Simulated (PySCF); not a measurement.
Species: C8H11O2 (charge -1).
Z-matrix (Å and degrees, PBE0-D3(BJ)/def2-SVP geometry), rows numbered from 1:
```
C 
C   1  1.3370
C   2  1.4885  1  126.81
C   3  1.5250  2  114.07  1  -123.26
C   4  1.5445  3  110.91  2  -164.53
O   5  1.2483  4  115.99  3    39.82
C   5  1.4083  4  115.77  3  -141.16
C   7  1.4305  5  127.06  4  -178.00
C   8  1.5243  7  118.07  5    -0.11
O   8  1.2385  7  123.42  5   179.94
H   1  1.0956  2  121.35  3    -0.02
H   1  1.0942  2  121.70  3   179.91
H   2  1.1000  1  118.01  3  -179.28
H   3  1.1062  2  110.79  1   118.83
H   3  1.1035  2  110.26  1     1.19
H   4  1.1015  3  111.46  2    70.18
H   4  1.1069  3  108.78  2   -47.18
H   7  1.0944  5  118.42  4     1.75
H   9  1.1012  8  110.76  7    62.31
H   9  1.1004  8  108.15  7  -176.45
H   9  1.0998  8  111.36  7   -53.63
```

Jobs on this species (21 atoms, 76 electrons) with PySCF (density fitting). Hardware of each: an Arm Neoverse V1 with one thread, shared host. Other jobs ran on the host; a repeat could differ by tens of per cent or more.

```
                 level and settings                                         work  basis functions  SCF cycles  wall time
    PBE0/pcSseg-1, IEF-PCM methanol                                   shieldings              225           ?          ?
PBE0/pcSseg-1, IEF-PCM acetonitrile      shieldings, charges and field gradients              225          14       46 s
 PBE0-D3(BJ)/def2-SVP, grid level 1  geometry optimisation from a GFN2-xTB start              195          81    3.9 min
```

Task: Fill in the missing figures.

Result: 
- PBE0/pcSseg-1, IEF-PCM methanol; shieldings: 42 s, 14 SCF cycles

Task: What do all jobs in the table cost together?

Result: About 5.4 min; the longest takes about 73 % of that, and about 5.6 times as long as the shortest.
